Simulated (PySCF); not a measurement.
C3H10Si, SMILES [SiH](C)(C)C.

The structure is a stationary point at B3LYP-D3(BJ)/def2-SVP. The isomer is the one that the SMILES or the coordinates give; other isomers of the formula were not compared.

The numbers are results of TDA-B3LYP/def2-SVPD (PySCF 2.14.0), not measurements.

Vertical excitations; the highest root listed may be one member of a degenerate set. The molecule is in vacuum. State labels are in the subgroup Cs.

Computed excitation energies, oscillator strengths and character:
```
state  symmetry  energy (eV)  λ (nm)      f                                             main pairs
-----  --------  -----------  ------  -----  -----------------------------------------------------
S1           A'         7.79     159  0.061                           HOMO−1→LUMO (degenerate set)
S2           A"         7.79     159  0.061                             HOMO→LUMO (degenerate set)
S3           A'         8.00     155  0.000                                       HOMO−2→LUMO 99 %
S4           A"         8.40     148  0.000                   HOMO−1→LUMO+1 49 %, HOMO→LUMO+2 48 %
S5           A"         8.43     147  0.031            HOMO→LUMO+2, HOMO−1→LUMO+1 (degenerate set)
S6           A'         8.43     147  0.031            HOMO→LUMO+1, HOMO−1→LUMO+2 (degenerate set)
S7           A'         8.47     146  0.030                   HOMO−1→LUMO+2 49 %, HOMO→LUMO+1 49 %
S8           A"         8.56     145  0.075                         HOMO−2→LUMO+1 (degenerate set)
S9           A'         8.56     145  0.075                         HOMO−2→LUMO+2 (degenerate set)
S10          A"         8.93     139  0.018                                       HOMO→LUMO+3 97 %
T1           A'         7.62     163      0                           HOMO−1→LUMO (degenerate set)
T2           A"         7.62     163      0                             HOMO→LUMO (degenerate set)
T3           A'         7.81     159      0                                       HOMO−2→LUMO 86 %
T4           A'         8.12     153      0  HOMO→LUMO+1 42 %, HOMO−1→LUMO+2 42 %, HOMO−2→LUMO 8 %
```
Triplets are in the Tamm–Dancoff approximation.
